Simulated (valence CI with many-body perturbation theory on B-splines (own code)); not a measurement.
La8+: calculated level list

Computed by configuration interaction combined with many-body perturbation theory (CI+MBPT): three valence electrons over a frozen Dirac-Fock core [Kr] 4d10, a basis of 7 s, 7 p, 7 d, 7 f, 4 g, 2 h functions for each j, with the one-electron correlation potential Σ1 (screened to all orders), the two-electron term Σ2, the three-electron term Σ3, Breit, model QED; selected single and double excitations, second order for the rest, scaled by the run's own slope (own B-spline code, finite nucleus).

No measured levels were compared; by estimate levels hold to about 250 cm⁻¹ or 0.2 % of their energy and the worst to 1 %, as in measured heavy ions of charge 2 to 7; those with d or f electrons hold less well.

Levels 181 to 220 of 220, with energies above the lowest level, 5s²5p ²P°_1/2. "Leading %" is the weight of the configuration and term that name the level; weights of strongly mixed levels are sums over their largest components and can fall short. In the jj column 3d3/2^4 stands for four electrons in 3d with j = 3/2.

| No. | Configuration | Term | J | E (eV) | Leading % | g | Leading jj | Second component |
| --- | --- | --- | --- | --- | --- | --- | --- | --- |
| 181 | 4f²5p | ⁴G° | 11/2 | 61.805 | 60 | 1.205 | 4f7/2^2 5p3/2 (41 %) | 24 % 4f²5p ⁴H° |
| 182 | 4f²5p | ⁴S° | 3/2 | 61.918 | 21 | 1.178 | 4f5/2 4f7/2 5p3/2 (16 %) | 19 % 4f²5p ⁴F° |
| 183 | 4f²5p | ⁴G° | 9/2 | 61.925 | 40 | 1.098 | 4f5/2 4f7/2 5p3/2 (56 %) | 16 % 4f²5p ⁴H° |
| 184 | 4f²5p | ⁴I° | 15/2 | 61.992 | 100 | 1.200 | 4f7/2^2 5p3/2 (84 %) |  |
| 185 | 4f5s5d | ²D° | 5/2 | 62.001 | 26 | 1.072 | 5s^2 5f5/2 (23 %) | 23 % 5s²5f ²F° |
| 186 | 4f²5p | ²G° | 7/2 | 62.030 | 25 | 1.037 | 4f5/2^2 5p3/2 (52 %) | 24 % 5s²5f ²F° |
| 187 | 4f5s5d | ²P° | 3/2 | 62.174 | 36 | 1.104 | 4f7/2 5s 5d5/2 (25 %) | 21 % 4f²5p ⁴F° |
| 188 | 4f5s5d | ²P° | 1/2 | 62.221 | 79 | 0.671 | 4f7/2 5s 5d5/2 (57 %) | 5 % 5s5p5d ²P° |
| 189 | 5s²5f | ²F° | 5/2 | 62.231 | 47 | 0.934 | 5s^2 5f5/2 (47 %) | 8 % 4f²5p ⁴F° |
| 190 | 5s²5f | ²F° | 7/2 | 62.310 | 44 | 1.134 | 5s^2 5f7/2 (44 %) | 12 % 4f5s5d ²F° |
| 191 | 4f5s5d | ²P° | 1/2 | 62.538 | 47 | 0.646 | 4f5/2^2 5p3/2 (27 %) | 34 % 4f²5p ²P° |
| 192 | 4f5s5d | ²H° | 9/2 | 62.611 | 36 | 0.951 | 4f7/2^2 5p3/2 (22 %) | 30 % 4f²5p ²H° |
| 193 | 4f5s5d | ²H° | 11/2 | 62.678 | 29 | 1.097 | 4f5/2 4f7/2 5p3/2 (44 %) | 20 % 4f²5p ⁴G° |
| 194 | 4f²5p | ⁴F° | 7/2 | 62.721 | 48 | 1.161 | 4f5/2 4f7/2 5p3/2 (70 %) | 17 % 4f²5p ⁴G° |
| 195 | 4f²5p | ⁴F° | 5/2 | 62.723 | 40 | 1.118 | 4f5/2 4f7/2 5p3/2 (54 %) | 26 % 4f²5p ⁴D° |
| 196 | 4f²5p | ⁴D° | 3/2 | 62.775 | 24 | 0.870 | 4f5/2^2 5p3/2 (56 %) | 23 % 4f²5p ⁴F° |
| 197 | 4f²5p | ⁴F° | 9/2 | 62.891 | 57 | 1.219 | 4f7/2^2 5p3/2 (72 %) | 11 % 4f²5p ²G° |
| 198 | 4f²5p | ⁴G° | 11/2 | 62.960 | 43 | 1.149 | 4f7/2^2 5p3/2 (59 %) | 38 % 4f²5p ²H° |
| 199 | 4f²5p | ⁴G° | 7/2 | 63.024 | 54 | 1.048 | 4f5/2 4f7/2 5p3/2 (72 %) | 18 % 4f²5p ⁴F° |
| 200 | 4f²5p | ⁴G° | 5/2 | 63.071 | 86 | 0.618 | 4f5/2^2 5p3/2 (63 %) | 4 % 4f²5p ⁴F° |
| 201 | 4f²5p | ⁴G° | 9/2 | 63.162 | 62 | 1.127 | 4f5/2 4f7/2 5p3/2 (81 %) | 10 % 4f²5p ²H° |
| 202 | 4f²5p | ²I° | 13/2 | 63.297 | 74 | 1.081 | 4f7/2^2 5p3/2 (44 %) | 9 % 4f²5p ⁴H° |
| 203 | 5s5p6s | ⁴P° | 1/2 | 63.315 | 83 | 2.347 | 5s 5p1/2 6s (88 %) | 6 % 5s5p6s ²P° |
| 204 | 4f²5p | ⁴D° | 1/2 | 63.369 | 61 | 0.392 | 4f5/2 4f7/2 5p3/2 (33 %) | 23 % 4f²5p ²P° |
| 205 | 4f²5p | ²H° | 11/2 | 63.379 | 39 | 1.107 | 4f5/2^2 5p3/2 (32 %) | 18 % 4f²5p ⁴G° |
| 206 | 4f²5p | ²G° | 7/2 | 63.527 | 62 | 0.943 | 4f5/2 4f7/2 5p3/2 (50 %) | 18 % 4f²5p ⁴G° |
| 207 | 4f5s5d | ²P° | 3/2 | 63.553 | 43 | 1.304 | 4f7/2 5s 5d5/2 (26 %) | 11 % 4f²5p ²P° |
| 208 | 4f²5p | ²P° | 1/2 | 63.616 | 45 | 0.549 | 4f7/2^2 5p1/2 (27 %) | 27 % 4f²5p ⁴D° |
| 209 | 4f²5p | ²G° | 9/2 | 63.645 | 74 | 1.110 | 4f5/2 4f7/2 5p3/2 (71 %) | 9 % 4f²5p ²H° |
| 210 | 4f²5p | ²I° | 11/2 | 63.684 | 66 | 0.977 | 4f5/2 4f7/2 5p3/2 (56 %) | 28 % 4f²5p ²H° |
| 211 | 4f²5p | ⁴D° | 3/2 | 63.760 | 64 | 1.161 | 4f5/2 4f7/2 5p3/2 (51 %) | 11 % 4f²5p ²D° |
| 212 | 4f²5p | ²F° | 5/2 | 63.996 | 68 | 0.944 | 4f7/2^2 5p3/2 (42 %) | 11 % 4f²5p ²D° |
| 213 | 5s5p6s | ⁴P° | 3/2 | 64.097 | 83 | 1.676 | 5s 5p1/2 6s (82 %) | 13 % 5s5p6s ²P° |
| 214 | 4f²5p | ⁴D° | 5/2 | 64.263 | 50 | 1.270 | 4f5/2 4f7/2 5p3/2 (53 %) | 9 % 4f²5p ²D° |
| 215 | 4f²5p | ²K° | 13/2 | 64.417 | 53 | 1.000 | 4f5/2 4f7/2 5p3/2 (86 %) | 46 % 4f²5p ²I° |
| 216 | 4f²5p | ⁴P° | 1/2 | 64.659 | 70 | 2.430 | 4f5/2 4f7/2 5p3/2 (57 %) | 23 % 4f²5p ²S° |
| 217 | 4f²5p | ²F° | 7/2 | 64.835 | 63 | 1.210 | 4f7/2^2 5p3/2 (58 %) | 26 % 4f²5p ⁴D° |
| 218 | 4f²5p | ⁴P° | 3/2 | 64.945 | 52 | 1.529 | 4f5/2 4f7/2 5p3/2 (45 %) | 16 % 4f²5p ²D° |
| 219 | 5s5p6s | ²P° | 1/2 | 65.002 | 83 | 0.757 | 5s 5p1/2 6s (78 %) | 8 % 4f²5p ²P° |
| 220 | 4f²5p | ⁴D° | 7/2 | 65.016 | 64 | 1.326 | 4f5/2 4f7/2 5p3/2 (60 %) | 26 % 4f²5p ²F° |

Names give the largest LS component (configuration and term), which can be under half, so a name can repeat, a term be missing and a line seem to break the LS rules; names also repeat where a configuration has a term twice.

Where two levels of one J and parity lie close, their mixing, g and order are uncertain.
